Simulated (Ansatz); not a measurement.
Reaction (substitution at a C–C bond): `CC#CCF` + `[SH][GeH3]` → `CC#C[S][GeH3]` + fluoromethane

Isolated molecules relaxed with PBE0-D4/def2-TZVP in Ansatz; ΔE leaves out vibrations. CCSD(T)/CBS is the MP2 limit (def2-TZVPP, def2-QZVPP) plus CCSD(T) − MP2 in def2-TZVPP, frozen cores. This one scheme is used for every species. Functionals use def2-TZVPP. For Ge outer-core shells are correlated without core-valence functions, which leaves a few kJ/mol of doubt a bond. Scalar relativity is left out up to krypton.

`CC#CCF`:

```xyz
10

C    -1.972   -0.441   -0.407
C    -0.588   -0.140   -0.101
C     0.560    0.113    0.143
C     1.944    0.412    0.453
F     2.576    1.052   -0.599
H    -2.147   -1.519   -0.426
H    -2.241   -0.039   -1.387
H    -2.643    0.001    0.333
H     2.500   -0.507    0.664
H     2.011    1.068    1.327
```

`[SH][GeH3]`:

Z-matrix (Å, degrees):
```
Ge
S 1 2.224
H 1 1.536 2 110.4
H 1 1.533 2 104.8 3 119.2
H 1 1.536 2 110.4 3 -121.7
H 2 1.343 1 94.6 3 60.6
```

`CC#C[S][GeH3]`:

```xyz
11

C     2.507   -0.515   -0.023
C     1.111   -0.551   -0.408
C    -0.052   -0.582   -0.730
S    -1.656   -0.666   -1.225
Ge   -2.499    0.738    0.301
H     3.135   -0.157   -0.843
H     2.655    0.156    0.827
H     2.863   -1.507    0.269
H    -2.222    0.172    1.699
H    -1.838    2.111    0.127
H    -4.004    0.799    0.007
```

`CF`:

Z-matrix (Å, degrees):
```
C
F 1 1.376
H 1 1.092 2 109.1
H 1 1.092 2 109.1 3 -120.0
H 1 1.092 2 109.1 3 120.0
```

```tsv
level	ΔE (kcal/mol)
PBE-D4	1.3
HF/def2-TZVPP	5.2
```

Q: What does CCSD(T)/CBS give? (Best estimate.)

A: The calculation gave: +2.5 kcal/mol. The listed levels differ from it by -1.2, 2.7 kcal/mol.

Largest T1 diagnostic among the species: 0.012.

The D4 term adds −1.4 kcal/mol with B3LYP and −0.8 kcal/mol with PBE0; it sums over pairs of atoms, weighted by their polarisabilities, and B3LYP, whose exchange is more repulsive, gets the larger term. In def2-TZVPP, CCSD(T) changes the Hartree–Fock value by −2.3 kcal/mol (the triples alone add −0.8 kcal/mol) and MP2 by −4.1 kcal/mol.

B3LYP here is the variant with VWN-RPA as its local correlation; programs differ in this.
